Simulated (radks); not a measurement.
Isoelectronic series with 19 electrons, each ion in its NIST ground configuration. All-electron calculation, Dirac Kohn-Sham, BLYP, spin-unpolarised, spherical densities, point nucleus; open shells fill j = l - 1/2 first. Program: a radial shooting solver on a logarithmic mesh with Libxc functionals. Total energies (hartree) and orbital eigenvalues (Ry):

ion,configuration,E (hartree),3p3/2,3p1/2,3s1/2
K,[Ar] 4s1,-602.31341,-1.35833,-1.37812,-2.57631
Ca+,[Ar] 4s1,-680.33968,-2.53858,-2.56716,-3.94823
Sc2+,[Ar] 3d1,-763.59234,-3.57525,-3.61323,-5.15988
Ti3+,[Ar] 3d1,-852.08095,-5.18375,-5.23491,-6.96805
V4+,[Ar] 3d1,-945.74151,-7.04930,-7.11679,-9.03990
Cr5+,[Ar] 3d1,-1044.57734,-9.15749,-9.24482,-11.36017
Mn6+,[Ar] 3d1,-1148.59679,-11.50194,-11.61305,-13.92237
Fe7+,[Ar] 3d1,-1257.81110,-14.07914,-14.21846,-16.72316
Co8+,[Ar] 3d1,-1372.23355,-16.88694,-17.05937,-19.76073
Ni9+,[Ar] 3d1,-1491.87904,-19.92391,-20.13490,-23.03408
Cu10+,[Ar] 3d1,-1616.76383,-23.18907,-23.44462,-26.54276
